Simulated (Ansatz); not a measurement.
Ideal-gas functions of BrH₃OSiSn, SMILES `[SiH3][O][Sn][Br]` at 298.15 K and 1 bar, from an Ansatz frequency run at PBE0-D4/def2-TZVP.

Molar mass 245.72 g/mol, point group Cs (symmetry number 1), electronic degeneracy 1, moments of inertia 279.049, 404.806, 677.957 u Å². Harmonic wavenumbers (cm⁻¹, unscaled): 57, 75, 89, 170, 237, 442, 724, 726, 949, 956, 956, 990, 2217, 2217, 2222.

Use S(trans) = R[1.5 ln M + 2.5 ln T − 1.1517]; rotational temperatures θ = 24.2544 K / I; S(rot) = R[ln(√π/σ · √(T³/θAθBθC)) + 1.5]; for each mode x = 1.438777 ν̃/T, S = R[x/(eˣ − 1) − ln(1 − e⁻ˣ)] and H = RT x/(eˣ − 1); 1 cm⁻¹ = 0.0119627 kJ/mol; R = 8.31446 J/(mol·K).

Problem. By hand: the entropy, in J/(mol·K).

Solution. Translation 177.5. Rotation: θ = 0.0869, 0.0599, 0.0358 K, giving 124.0. Vibration, mode by mode: 19.07, 16.81, 15.41, 10.19, 7.64, 3.43, 1.17, 1.16, 0.48, 0.47, 0.47, 0.41, 0.00, 0.00, 0.00, in all 76.7. Electronic 0.0. Sum 378.2 J/(mol·K).

Problem. By hand: H − E and G − E in kJ/mol, counted from the electronic energy.

Solution. Zero-point energy ½ × 13027 × 0.0119627 = 77.9; thermal vibration 10.8; translation, rotation and pV give 4 RT = 9.9. H − E = 98.6 kJ/mol, and G − E = 98.6 − 298.15 × 378.2/1000 = -14.2 kJ/mol.

Vibration gives 20 % of the entropy, 51.3 J/(mol·K) of it from the modes under 150 cm⁻¹: soft modes count most, and the harmonic formula is weakest for them. The sum counts one conformer and one mirror image; others add a mixing term.
